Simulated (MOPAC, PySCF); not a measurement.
CH₅BS₂, SMILES `B(S)(C)S` (S–B–S–H torsion -180°, S–B–S–H torsion 180°), neutral singlet in the gas phase. 

Cartesian coordinates (Å):
```xyz
9

C     -0.0018    -0.9329    -0.1668
B     -0.0180     0.6176    -0.4042
S      1.5111     1.5694    -0.6110
S     -1.5325     1.6015    -0.4956
H     -0.9943    -1.3713    -0.0593
H      0.5708    -1.1733     0.7338
H      0.5006    -1.4387    -0.9966
H      2.3608     0.5363    -0.4866
H     -2.3967     0.5914    -0.3068
```
Charge 0, multiplicity 1.

All levels are single points at this geometry (B3LYP-D3(BJ)/def2-TZVP); Pople sets use spherical d functions. Orbital energies aren't observables, and empty levels follow the basis.

B3LYP/LANL2DZ in PySCF gives gap (eV) = 6.59.

Estimate the gap (eV) from each of these levels: ωB97X-D3(BJ)/def2-TZVP in PySCF; B3LYP/6-311+G** in PySCF; BP86/6-31G* in PySCF; PBE/6-31G* in PySCF; SVWN5/6-31G* in PySCF; HF/3-21G in PySCF; PM6 in MOPAC; PM7 in MOPAC.


```
level                            gap (eV)
-------------------------------  --------
ωB97X-D3(BJ)/def2-TZVP in PySCF     11.26
B3LYP/6-311+G** in PySCF             6.35
BP86/6-31G* in PySCF                 4.81
PBE/6-31G* in PySCF                  4.78
SVWN5/6-31G* in PySCF                4.70
HF/3-21G in PySCF                   13.24
PM6 in MOPAC                         8.74
PM7 in MOPAC                         7.47
```
